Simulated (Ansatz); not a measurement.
Species: F₄Sn, SMILES `[F][Sn]([F])([F])[F]` (charge 0, multiplicity 1).

Problem. Give a relaxed geometry from PBE0-D3(BJ)/def2-SVP in Ansatz (a first-principles code).

Solution. the end point of this relaxation (outside a Z-matrix the atoms follow the SMILES, hydrogens last).
Z-matrix (Å, degrees):
```
Sn
F 1 1.9025
F 1 1.9025 2 109.46
F 1 1.9025 2 109.49 3 119.99
F 1 1.9025 2 109.46 3 -120.01
```
